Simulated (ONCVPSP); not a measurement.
# Pseudopotential generation for calcium: ONCV, PBE, scalar-relativistic.

Input for ONCVPSP 4.0.1:

```
# ATOM AND REFERENCE CONFIGURATION
# atsym  z   nc   nv     iexc    psfile
  Ca 20.00    3    4        4      upf
#
#   n    l    f
    1    0    2.00
    2    0    2.00
    2    1    6.00
    3    0    2.00
    3    1    6.00
    4    0    1.50
    4    1    0.50
#
# PSEUDOPOTENTIAL AND OPTIMIZATION
# lmax
    2
#
#   l,   rc,      ep,       ncon, nbas, qcut
    0    1.55    0.00    4    7    9.00
    1    2.25    0.00    4    8    7.70
    2    2.40    0.19    4    9    3.90
#
# LOCAL POTENTIAL
# lloc, lpopt,  rc(5),   dvloc0
    4    5    1.25    0.00
#
# VANDERBILT-KLEINMAN-BYLANDER PROJECTORs
# l, nproj, debl
    0    2    3.50
    1    2    3.80
    2    2    2.90
#
# MODEL CORE CHARGE
# icmod, fcfact, rcfact
    3    1.75    1.55
#
# LOG DERIVATIVE ANALYSIS
# epsh1, epsh2, depsh
   -3.00    5.00    0.02
#
# OUTPUT GRID
# rlmax, drl
    6.00    0.01
#
# TEST CONFIGURATIONS
# ncnf
    4
# nvcnf
#   n    l    f
    4
    3    0    2.00
    3    1    6.00
    4    0    2.00
    4    1    0.00
#
    4
    3    0    2.00
    3    1    6.00
    4    0    1.00
    4    1    0.00
#
    4
    3    0    2.00
    3    1    6.00
    4    0    0.00
    4    1    0.00
#
    5
    3    0    2.00
    3    1    6.00
    4    0    1.00
    4    1    0.00
    3    2    1.00
#
```

Command:

```bash
oncvpsp.x < Ca.dat > Ca.out
```

Resulting log (shortened: citation, most of the input echo, consistency checks and plot data are left out):

```
ONCVPSP  (Optimized Norm-Conservinng Vanderbilt PSeudopotential)
scalar-relativistic version 4.0.1

#   n    l    f        energy (Ha)
    1    0    2.00    -1.4516434E+02
    2    0    2.00    -1.5254021E+01
    2    1    6.00    -1.2327560E+01
    3    0    2.00    -1.7562050E+00
    3    1    6.00    -1.0545572E+00
    4    0    1.50    -1.5099512E-01
    4    1    0.50    -6.1964356E-02

Reference configufation results
  iterations    20
  all-electron total energy (Ha)   -6.80281180D+02

Begin loop to  construct optimized pseudo wave functions
and semi-local pseudopoentials for all angular momenta

Calculating optimized projector #   1

 for l=   0

    Fraction of norm inside rc  0.832442
    Optimizing pswf for qcut=   9.01 a_B^-1,  ecut=  40.57 Ha
    Residual kinetic energy error=  1.09D-07 Ha

    Energy error per electron        Cutoff
         Ha          eV             Ha
         0.01000     0.27211       18.03
         0.00100     0.02721       24.12
         0.00010     0.00272       29.17
         0.00001     0.00027       33.10

Calculating optimized projector #   2

 for l=   0

    Fraction of norm inside rc  0.033648
    Optimizing pswf for qcut=   9.01 a_B^-1,  ecut=  40.57 Ha
    Residual kinetic energy error=  3.61D-08 Ha

    Energy error per electron        Cutoff
         Ha          eV             Ha
         0.01000     0.27211       10.71
         0.00100     0.02721       19.30
         0.00010     0.00272       25.48
         0.00001     0.00027       30.90

Calculating optimized projector #   1

 for l=   1

    Fraction of norm inside rc  0.950699
    Optimizing pswf for qcut=   7.71 a_B^-1,  ecut=  29.69 Ha
    Residual kinetic energy error=  8.63D-10 Ha

    Energy error per electron        Cutoff
         Ha          eV             Ha
         0.01000     0.27211       10.73
         0.00100     0.02721       14.27
         0.00010     0.00272       17.40
         0.00001     0.00027       20.13

Calculating optimized projector #   2

 for l=   1

    Fraction of norm inside rc  0.031671
    Optimizing pswf for qcut=   7.71 a_B^-1,  ecut=  29.69 Ha
    Residual kinetic energy error=  2.95D-09 Ha

    Energy error per electron        Cutoff
         Ha          eV             Ha
         0.01000     0.27211        6.23
         0.00100     0.02721       10.30
         0.00010     0.00272       13.94
         0.00001     0.00027       16.93

WARNING wellstate: localized bound state found for n= 3 l= 2
WARNING this state with energy -0.09190518
WARNING will be used for the first projector

   Wellstate for l =  2  n =  6
     eigenvalue =   2.8081
     asymptotic potential =   3.3081
     half-point radius =  4.3374

Calculating optimized projector #   1

 for l=   2

    Fraction of norm inside rc  0.642603
    Optimizing pswf for qcut=   3.90 a_B^-1,  ecut=   7.62 Ha
    Residual kinetic energy error=  1.75D-02 Ha

    Energy error per electron        Cutoff
         Ha          eV             Ha
         0.01000     0.27211        9.34
         0.00100     0.02721       47.69
         0.00010     0.00272       56.61
         0.00001     0.00027       80.34

Calculating optimized projector #   2

 for l=   2

    Fraction of norm inside rc  0.203420
    Optimizing pswf for qcut=   3.90 a_B^-1,  ecut=   7.62 Ha
    Residual kinetic energy error=  4.07D-01 Ha

    Energy error per electron        Cutoff
         Ha          eV             Ha
         0.01000     0.27211       47.85
         0.00100     0.02721       67.87
         0.00010     0.00272       84.05
         0.00001     0.00027      121.12

Construct Vanderbilt / Kleinmman-Bylander projectors

B matrix Hermiticity error, ll=   0
   1   2    8.0636E-05

  Orthonormal projector coefficients  1.0471E+01  1.1015E+00

B matrix Hermiticity error, ll=   1
   1   2    3.0062E-05

  Orthonormal projector coefficients  3.0168E+00  5.3136E-01

B matrix Hermiticity error, ll=   2
   1   2    4.4146E-05

  Orthonormal projector coefficients -7.3093E+00 -3.0443E+00

Model core correction analysis
  based on d2Exc/dn_idn_j

d2excae - all-electron derivatives

   -4.045912D-02   -3.652557D-02   -2.404648D-03   -1.139990D-03
   -3.652602D-02   -3.448373D-02   -3.096018D-03   -1.219239D-03
   -2.403866D-03   -3.094902D-03   -3.012422D-02   -2.398568D-02
   -1.139942D-03   -1.219081D-03   -2.397310D-02   -2.743431D-02

d2excps - pseudofunction derivatives with no core correction

   -4.210126D-02   -3.835944D-02   -2.572421D-03   -1.247690D-03
   -3.835990D-02   -3.605802D-02   -3.264656D-03   -1.307786D-03
   -2.571672D-03   -3.263563D-03   -3.013591D-02   -2.399393D-02
   -1.247657D-03   -1.307639D-03   -2.398136D-02   -2.743860D-02

rms 2nd derivative error    8.679550E-04

rmatch, rhocmatch    0.6219    9.4200

Teter function model core charge with specified parameters

d2excps - pseudofunction derivatives with core correction

   -3.918819D-02   -3.595120D-02   -2.331488D-03   -1.121586D-03
   -3.595155D-02   -3.410281D-02   -3.063366D-03   -1.204588D-03
   -2.330696D-03   -3.062249D-03   -3.011752D-02   -2.398403D-02
   -1.121532D-03   -1.204429D-03   -2.397145D-02   -2.743341D-02

rms 2nd derivative error    3.900552E-04

Pseudoatom total energy  -36.812153

Diagnostic tests using Vanderbilt-Kleinman-Bylander pseudopotentials
  1 or more projectors used as specified by nproj input data

   l    rcore       rmatch      e in        delta e   norm test  slope test

   0   1.5531537   1.6003108  -1.7562050  -0.0000034   1.0000849   1.0000918
   0   1.5531537   1.6003108  -0.1509951   0.0000021   1.0000405   1.0000358

   1   2.2505530   2.3188846  -1.0545572   0.0000010   1.0000657   1.0000658
   1   2.2505530   2.3188846  -0.0619644   0.0000008   1.0000185   1.0000143

   2   2.4036268   2.4766061  -0.0919052  -0.0000023   1.0000199   0.9999987
   2   2.4036268   2.4766061   2.8080948   0.0000021   1.0000809   1.0000809

 Testing for bound ghosts
   n   l    E NL Schr. Eq   E Basis Diag.   E Cutoff

   1   0       -1.756208       -1.756176     78.31
   2   0       -0.150993        0.018266     78.31

   2   1       -1.054556       -1.054555     60.09
   3   1       -0.061964       -0.003739     60.09

   3   2       -0.091907       -0.088737     76.66

 Testing for highly-localized positive-energy ghosts
       l    <radius>/rc     E Basis Diag.   E Cutoff

Test configuration 0

   n   l     f        eae           eps        diff
   1   0  2.0000 -145.16433886
   2   0  2.0000  -15.25402128
   2   1  6.0000  -12.32756015
   3   0  2.0000   -1.75620505   -1.75620844   -3.39D-06
   3   1  6.0000   -1.05455717   -1.05455617    1.00D-06
   4   0  1.5000   -0.15099512   -0.15099297    2.15D-06
   4   1  0.5000   -0.06196436   -0.06196356    7.93D-07

    Total energies and differences
      AE_ref= -6.80281180D+02  AE_tst= -6.80281180D+02  dif=  0.00D+00
      PS_ref= -3.68121528D+01  PS_tst= -3.68121528D+01  dif=  1.07D-13
      PSP excitation error= -1.07D-13

Test configuration 1

   n   l     f        eae           eps        diff
   1   0  2.0000 -145.13811875
   2   0  2.0000  -15.22784431
   2   1  6.0000  -12.30141192
   3   0  2.0000   -1.73059058   -1.73058323    7.35D-06
   3   1  6.0000   -1.02927816   -1.02926997    8.19D-06
   4   0  2.0000   -0.13841232   -0.13840985    2.47D-06

    Total energies and differences
      AE_ref= -6.80281180D+02  AE_tst= -6.80325146D+02  dif= -4.40D-02
      PS_ref= -3.68121528D+01  PS_tst= -3.68561193D+01  dif= -4.40D-02
      PSP excitation error=  1.82D-07

Test configuration 2

   n   l     f        eae           eps        diff
   1   0  2.0000 -145.39686498
   2   0  2.0000  -15.48531520
   2   1  6.0000  -12.55898915
   3   0  2.0000   -1.98421177   -1.98422605   -1.43D-05
   3   1  6.0000   -1.28188040   -1.28187068    9.72D-06
   4   0  1.0000   -0.32947790   -0.32947584    2.06D-06

    Total energies and differences
      AE_ref= -6.80281180D+02  AE_tst= -6.80093280D+02  dif=  1.88D-01
      PS_ref= -3.68121528D+01  PS_tst= -3.66242474D+01  dif=  1.88D-01
      PSP excitation error= -6.19D-06

Test configuration 3

   n   l     f        eae           eps        diff
   1   0  2.0000 -145.70978685
   2   0  2.0000  -15.79588576
   2   1  6.0000  -12.86974301
   3   0  2.0000   -2.28713139   -2.28719841   -6.70D-05
   3   1  6.0000   -1.58241450   -1.58241488   -3.79D-07

    Total energies and differences
      AE_ref= -6.80281180D+02  AE_tst= -6.79658898D+02  dif=  6.22D-01
      PS_ref= -3.68121528D+01  PS_tst= -3.61898477D+01  dif=  6.22D-01
      PSP excitation error= -2.35D-05

Test configuration 4

   n   l     f        eae           eps        diff
   1   0  2.0000 -145.06224585
   2   0  2.0000  -15.13326976
   2   1  6.0000  -12.20857726
   3   0  2.0000   -1.64669823   -1.65140091   -4.70D-03
   3   1  6.0000   -0.95092685   -0.95416500   -3.24D-03
   4   0  1.0000   -0.12187531   -0.11960257    2.27D-03
   3   2  1.0000   -0.02804673   -0.02921509   -1.17D-03

    Total energies and differences
      AE_ref= -6.80281180D+02  AE_tst= -6.80241357D+02  dif=  3.98D-02
      PS_ref= -3.68121528D+01  PS_tst= -3.67748925D+01  dif=  3.73D-02
      PSP excitation error=  2.56D-03
```

The run took about 4.1 s on one core of a shared server CPU.
